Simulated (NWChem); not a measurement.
## Basis-set convergence for HClOSi

```xyz
4

Si    -0.7803    -0.4490     0.0000
Cl     0.4326     1.2796     0.0000
O      0.4367    -1.6175     0.0000
H      0.0763    -2.5261     0.0000
```
Charge 0, spin multiplicity 1.

The numbers come from NWChem runs, not from measurements. All single points use one geometry, from PBE/def2-SVP, a minimum by its harmonic frequencies. It is one conformer; others weren't searched.

Quantity: LUMO energy at the level PBE0.

The Pople sets run with spherical d functions. The structure started from a generated list of species.

| basis | functions | LUMO energy (eV) |
|---|---|---|
| 3-21G | 37 | [?] |
| def2-SVP | 55 | [?] |
| 6-31+G* | 64 | -2.35 |
| def2-SVPD | 82 | -2.26 |
| 6-311++G** | 89 | -2.38 |
| def2-TZVP | 111 | -2.14 |
| pcseg-2 | 112 | [?] |
| cc-pVTZ | 112 | -2.12 |
| def2-TZVPP | 129 | -2.14 |
| def2-QZVP | 227 | -2.20 |

**Question.** Some entries are withheld; supply them.

**Answer.** 
- 3-21G, LUMO energy (eV): -2.29
- def2-SVP, LUMO energy (eV): -2.00
- pcseg-2, LUMO energy (eV): -2.24
